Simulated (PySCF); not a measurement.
## Relaxation of singlet PbCl₂

Method: PBE0 in PySCF with Pb def2-TZVP with ECP60, Cl def2-TZVP; scalar-relativistic core potentials, no spin–orbit coupling; density-fitted integrals. A (50,194) grid was used.

A start displaced from a saddle point along its imaginary mode, of C2v symmetry, held to at least that symmetry:

```xyz
3
charge 0 multiplicity 1, angstrom
Pb   -0.0841    0.0000    0.0000
Cl    0.2500    0.0000    2.5844
Cl    0.2500    0.0000   -2.5844
```

Optimiser trace:
```csv
step,E − E(last) (kJ/mol),largest gradient (Eh/bohr)
0,99.89,0.00847
1,83.77,0.01093
2,62.38,0.01643
3,39.32,0.02257
4,17.74,0.01530
5,4.25,0.01082
6,1.61,0.01262
7,0.11,0.00090
8,0.01,0.00012
9,0.00,0.00001
```

It ends at C2v with Pb–Cl 2.456 Å (×2); Cl–Pb–Cl 99.5° (after a last refinement on a finer grid). A frequency run shows a minimum. Other isomers or separated fragments may lie lower.

Final geometry:
Coordinates in bohr (charge 0 multiplicity 1):
```
Pb   -0.7448    0.0000    0.0000
Cl    2.2554    0.0000    3.5411
Cl    2.2554    0.0000   -3.5411
```

No spin–orbit coupling is included, which matters more the heavier the element.

The relaxation took of the order of 60 core-seconds on a shared host.
